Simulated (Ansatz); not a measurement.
Born–Oppenheimer molecular dynamics of C$_{2}$H$_{9}$FO$_{2}$Si$_{2}$ (16 atoms, charge 0, multiplicity 1). It starts from a relaxed structure.

Computed with Ansatz, RHF/6-31G.

```yaml
ensemble: NVE (velocity Verlet)
time_step: 0.5 fs
steps_asked: 150
starting_velocities_drawn_for: 300 K
masses: H 10 u
seed: 403543
```

First frame:

```xyz
16
Properties=species:S:1:pos:R:3
Si -0.187 0.032 -0.047
F 0.142 0.005 1.605
O 1.277 -0.284 -0.780
C 2.381 -1.175 -0.653
H 2.099 -2.169 -0.975
H 3.170 -0.804 -1.286
H 2.724 -1.210 0.373
Si -1.026 2.080 -0.779
H -2.298 2.377 -0.066
H -0.029 3.150 -0.500
H -1.275 1.990 -2.243
O -1.321 -1.169 -0.275
C -1.563 -2.518 0.112
H -1.408 -2.643 1.176
H -2.587 -2.747 -0.134
H -0.906 -3.185 -0.430
```

(1) What does the run give?

(2) What happens to the structure?

(3) How do temperature and energy run in time?

## Answers

(1) All steps were run.

```yaml
steps_done: 150
time_covered: 75 fs
mean_temperature_over_the_second_half: 153 K
spread_of_the_potential_energy_over_the_second_half: 3.2 meV per atom
mean_potential_energy_of_the_second_half_above_the_start: 16.7 meV per atom
```

The conserved energy stayed within 0.046 meV per atom of its start (net change 0.026 meV per atom), so the integration is sound. The temperature averaged 0.51 of the 300 K drawn at the start: a run that starts near a minimum puts about half its kinetic energy into the potential. A run of 0.075 ps of so small a system gives no equilibrium averages. Limits of this set-up: no polarisation functions.

(2) The same pairs are bonded in the first frame and the last. Pairs count as bonded within 1.25 times the sum of covalent radii (0.12 Å more for H–H). The details hang on the random start.

(3) 
```tsv
time (fs)	T (K)	potential energy less start (eV)	conserved less start (meV/atom)
0.0	300	0.000	0.00
6.0	151	0.270	0.04
12.0	139	0.291	0.03
18.0	148	0.276	0.04
24.0	202	0.178	0.01
30.0	98	0.366	0.04
36.0	157	0.258	0.02
42.0	154	0.264	0.03
48.0	146	0.280	0.03
54.0	147	0.276	0.03
60.0	191	0.198	0.03
66.0	174	0.227	0.02
72.0	90	0.380	0.05
```

Time of the run: 7.3 min on 1 thread of Arm Neoverse V2, with other jobs on the host, peak memory 0.21 GiB.
